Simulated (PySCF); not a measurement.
A GIAO shielding run with PySCF (density fitting, non-relativistic, gas phase) on SMILES CC#C[SiH2][Si@@H](CCl)C(Cl)Cl, C5H9Cl3Si2:

```
$ OMP_NUM_THREADS=1 python probes_run.py task.json out

{"job": {"kind": "nmr", "xc": "PBE0", "basis": "pcSseg-1"}, "charge": 0, "multiplicity": 1}
C      4.069799     0.069439     0.842119
C      2.846924    -0.125777     0.098597
C      1.823691    -0.278658    -0.521724
Si     0.249252    -0.509574    -1.452842
Si    -1.418052     0.600706    -0.267779
C     -3.177209     0.094979    -0.827255
Cl    -3.334171     0.485056    -2.563377
C     -1.344994     0.057342     1.590796
Cl    -2.659947     0.798542     2.525325
Cl    -1.475643    -1.713130     1.679949
H      3.841892     0.260845     1.890702
H      4.695088    -0.820285     0.773054
H      4.618033     0.919982     0.437191
H      0.006096    -1.953317    -1.578559
H      0.427135     0.065034    -2.791113
H     -1.422356     2.069864    -0.184837
H     -3.968641     0.637501    -0.314402
H     -3.370287    -0.971481    -0.729240
H     -0.416413     0.322184     2.092649
```

Hardware: 1 thread of an Arm Neoverse V1, shared host. The job also computes population analyses, field gradients.

**Question.** How large is the calculation?

**Answer.** 118 electrons, 250 basis functions and 1414 auxiliary functions.

**Question.** How long does it take, and how much memory does it need?

**Answer.** 72 s of wall time, with 14 SCF cycles and 5 response iterations; peak memory 1.2 GiB. Times on a shared host scatter by some tens of per cent.
